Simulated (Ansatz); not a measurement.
Cost and result up the ladder for TeF₄ (5 atoms). Total charge 0; singlet. Geometry: B3LYP-D4/def2-SVP.

```xyz
5

Te    0.252    0.451   -0.274
F    -1.544    1.211   -0.170
F     1.843   -0.675   -0.155
F    -0.603   -1.091   -0.987
F     0.051    0.105    1.585
```

Ansatz on 4 threads of Arm Neoverse V1 on a shared host. Times are rough, and most runs start from the orbitals of an earlier one. ωB97M-V/def2-TZVP serves as the yardstick here, not as an exact answer. Differences are given only for rows in sets of like size (and for xTB, whose basis is part of the method), since another set adds its own error. Binding counts from free atoms at the same level (Te triplet, F doublet; other spins of the atoms weren't run), without zero-point energy or a counterpoise term.

In the def2 sets Te takes a core potential; there is no spin–orbit coupling. LC-ωPBE has ω = 0.4 bohr⁻¹. B3LYP takes the VWN-RPA correlation. Correlated methods freeze 8 core orbitals; core or outer-core shells of Te are correlated, in sets that lack core-valence functions.

Correlated methods converge slowly with the basis.

```
                         level  functions  wall time
               PBE-D4/def2-SVP         82     0.55 s
              PBE0-D4/def2-SVP         82     0.75 s
             BLYP-D4/def2-TZVP        174      1.2 s
                  HF/def2-TZVP        174      1.4 s
PBE-D4/def2-TZVP (with forces)        174      1.4 s
             LC-ωPBE/def2-TZVP        174      1.4 s
            B3LYP-D4/def2-TZVP        174      1.6 s
                 MP2/def2-TZVP        174      1.7 s
        CAM-B3LYP-D4/def2-TZVP        174      1.8 s
           r2SCAN-D4/def2-TZVP        174      2.4 s
          r2SCANh-D4/def2-TZVP        174      2.8 s
             RPA@PBE/def2-TZVP        174      3.1 s
             ωB97M-V/def2-TZVP        174      4.6 s
            CCSD(T)/def2-TZVPP        174       87 s
```

Task: Estimate what each level gives for the binding energy per atom (eV).

Result: 
| level | binding energy per atom (eV) | difference from ωB97M-V/def2-TZVP (eV) |
| --- | --- | --- |
| PBE-D4/def2-SVP | 3.19 | – |
| PBE0-D4/def2-SVP | 2.82 | – |
| BLYP-D4/def2-TZVP | 3.25 | 0.22 |
| HF/def2-TZVP | 1.52 | -1.52 |
| PBE-D4/def2-TZVP (with forces) | 3.34 | 0.31 |
| LC-ωPBE/def2-TZVP | 3.04 | 0.01 |
| B3LYP-D4/def2-TZVP | 3.05 | 0.02 |
| MP2/def2-TZVP | 3.12 | 0.08 |
| CAM-B3LYP-D4/def2-TZVP | 3.07 | 0.04 |
| r2SCAN-D4/def2-TZVP | 3.12 | 0.09 |
| r2SCANh-D4/def2-TZVP | 3.01 | -0.03 |
| RPA@PBE/def2-TZVP | 2.60 | -0.43 |
| ωB97M-V/def2-TZVP | 3.03 | 0.00 |
| CCSD(T)/def2-TZVPP | 2.88 | -0.15 |
